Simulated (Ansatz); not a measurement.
H₆As₃B, singlet, geometry from GFN2-xTB; CASSCF(6,5)/STO-3G in Ansatz (a quantum-chemistry and plane-wave program).

Here is a job for Ansatz.
Ansatz 0.2 input:
```yaml
crystal:
  periodic: [false, false, false]
  atoms:
    - {symbol: B, position_ang: [-0.05081774, -0.00798036, -0.00166235]}
    - {symbol: As, position_ang: [1.09663840, -0.88661332, -1.38347931]}
    - {symbol: H, position_ang: [2.17183633, -1.32831452, -0.41109414]}
    - {symbol: H, position_ang: [1.88653294, 0.35963869, -1.73278410]}
    - {symbol: As, position_ang: [-0.33279215, -0.93253096, 1.74841919]}
    - {symbol: H, position_ang: [-0.44062267, -2.31826454, 1.14419931]}
    - {symbol: H, position_ang: [-1.84100452, -0.80421046, 1.75801612]}
    - {symbol: As, position_ang: [-0.71295839, 1.84764851, -0.33518958]}
    - {symbol: H, position_ang: [-2.15231317, 1.59149986, 0.05899974]}
    - {symbol: H, position_ang: [-1.04963977, 1.59891277, -1.79078460]}
basis:
  gaussian:
    orbitals: STO-3G
hamiltonian:
  xc: hf
magnetization: {spin_polarized: false}
correlation: {active_space: {window: {electrons: 6, orbitals: 5}}}
```

It wrote (shortened):

```
Functional definition: HF
698 factors; integrals over basis functions are off by at most 3.3e-5 eV
mean field evaluation 1: about -181110.3565 eV, gradient 1.6e1 eV
mean field evaluation 2: about -181110.3861 eV, gradient 1.6e1 eV
mean field evaluation 4: about -181111.7140 eV, gradient 1.7e0 eV
mean field evaluation 8: about -181111.7323 eV, gradient 4.4e-4 eV
mean field -181111.73230677 eV, -6655.7334003324 hartree, gradient 1.4e-6 eV, S^2 0.000000; 0 other end points of the search recorded, 0 dependent functions left out
reference -181111.73230677 eV, -6655.7334003324 hartree; 55, 55 occupied and 10, 10 virtual orbitals, 698 factors
state -181112.75621294 eV, -6655.7710281900 hartree
2 active orbitals were swapped for others, from the solution at -181112.48762765 eV, -6655.7611578630 hartree to that at -181112.75501047 eV, -6655.7709840002 hartree; typed "places" are swapped only where nearly empty or full, and so, without "given_window_search", are "orbital_numbers", "shells" and a window whose orbitals a file names under [Active]
2 active orbitals were swapped for others, from the solution at -181112.58809829 eV, -6655.7648500908 hartree to that at -181112.75501047 eV, -6655.7709840002 hartree; typed "places" are swapped only where nearly empty or full, and so, without "given_window_search", are "orbital_numbers", "shells" and a window whose orbitals a file names under [Active]
Total energy: -181112.75621294 eV, -6655.7710281900 hartree
```
